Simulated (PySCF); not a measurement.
Compound: C7H14SSi.
Atom-mapped SMILES: `[SiH3:1][S:2][C:3]1=[CH:4][CH2:5][CH2:6][CH2:7][CH2:8][CH2:9]1` (hydrogens: H10, H11, H12 on Si1; H13 on C4; H14, H15 on C5; H16, H17 on C6; H18, H19 on C7; H20, H21 on C8; H22, H23 on C9)

All values: PBE0/pcSseg-1 (PySCF, non-relativistic), on one gas-phase PBE0-D3(BJ)/def2-SVP geometry that isn't relaxed in the solvent. The solvent is an IEF-PCM continuum (Bondi radii, 1.10 Å for H, scaled by 1.2). Specific hydrogen bonds and non-electrostatic terms are outside this model.

Gas phase at PBE0/pcSseg-1: HOMO -6.80 eV, LUMO -0.31 eV, dipole 1.98 D.

Q: What does the continuum do to the energy, the frontier levels and the dipole at PBE0/pcSseg-1 in chloroform?

A: 
```
   solvent      ε  E(solvent) − E(gas) (kcal/mol)  polarisation term (kcal/mol)  distortion of the solute (kcal/mol)  HOMO (eV)  LUMO (eV)  dipole (D)
chloroform  4.711                           -1.69                         -1.89                                 0.20      -6.81      -0.25        2.47
```

Polarisation term: ½ Σ q·V over the induced surface charges. Distortion: the rise of the solute's own energy as its density leaves the gas-phase optimum.

Q: Which radius a makes the point-dipole formula ΔE = −[(ε − 1)/(2ε + 1)]·μ²/a³ give the value in chloroform, with the gas-phase dipole?

A: μ = 0.779 au and |ΔE| = 0.00269 Eh give a = 2.28 Å; the farthest nucleus lies 5.13 Å from the centroid of the nuclei, so such a sphere wouldn't even hold the nuclei. The formula assumes a rigid point dipole at the centre of a sphere.

Q: Which IAO charges (PBE0/pcSseg-1) respond most in chloroform (means over atoms taken as equivalent)?

A: 
```csv
atoms,environment,gas (e),solvent (e),change
S2,sulfur bonded to C and Si,-0.147,-0.170,-0.023
H14/H15,methylene hydrogen,+0.140,+0.144,+0.004
Si1,SiH3 silicon,+0.523,+0.526,+0.003
C3,fully substituted alkene carbon,-0.111,-0.114,-0.003
H22/H23,methylene hydrogen,+0.142,+0.145,+0.003
C5,allylic carbon,-0.266,-0.268,-0.002
H10/H11/H12,Si–H hydrogen,-0.113,-0.111,+0.002
H18/H19,methylene hydrogen,+0.127,+0.128,+0.001
H13,vinylic hydrogen,+0.151,+0.152,+0.001
C9,allylic carbon,-0.267,-0.269,-0.002
C7,ring CH2 carbon,-0.248,-0.250,-0.002
H16/H17,methylene hydrogen,+0.131,+0.133,+0.002
```

Q: How do the nuclear quadrupole coupling constants eQVzz/h respond in chloroform?

A: 
```
  nucleus  Q (barn)  gas (MHz)  solvent (MHz)  η gas  η solvent
33S at S2  -0.06781      38.08          37.17   0.69       0.69
```
